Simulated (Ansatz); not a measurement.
Nb4, relaxed as a singlet with RKS B3LYP-D4/def2-SVP in Ansatz, starting from the GFN2-xTB geometry. Force threshold 0.02 eV/Å.

In the def2 sets Nb takes a core potential; there is no spin–orbit coupling. The relaxation made no stability test and no search for a lower SCF solution. No other spin state of charge 0 was run. The structure comes from a short search, and lower isomers may exist.

Start:

```xyz
4

Nb    1.917    1.628    0.243
Nb   -1.189   -0.087    1.561
Nb   -1.242    0.364   -1.497
Nb    0.514   -1.905   -0.308
```

Q: Estimate the energy that the relaxation releases and the steps that it takes.

A: 997.3 kJ/mol, in 9 steps; 27 s on 4 threads of Arm Neoverse V2 on a shared host. No frequencies were taken in this run, so the end may be a saddle point.

Q: Does the start keep its bonding and symmetry?

A: By distances, no bond broke or formed, bridged metal pairs apart. The bond that changes most is Nb1–Nb4, from 3.84 to 2.50 Å (atoms count from 1). Metal–metal contacts that move far: Nb1–Nb4 3.84 to 2.50 Å, Nb1–Nb3 3.82 to 2.50 Å, Nb1–Nb2 3.79 to 2.50 Å. The end is the same structure that another start reached, the lowest one found. Point group Cs at the start, Td at the end, both within 0.05 Å.

Q: Predict the relaxed structure.

A: 
```xyz
4

Nb    1.1693    0.9819    0.1350
Nb   -0.8406    0.0273    1.2815
Nb   -0.8732    0.4061   -1.1926
Nb    0.5445   -1.4153   -0.2239
```
Bond lengths (bridged metal pairs left out): 6 × Nb–Nb 2.50 Å.
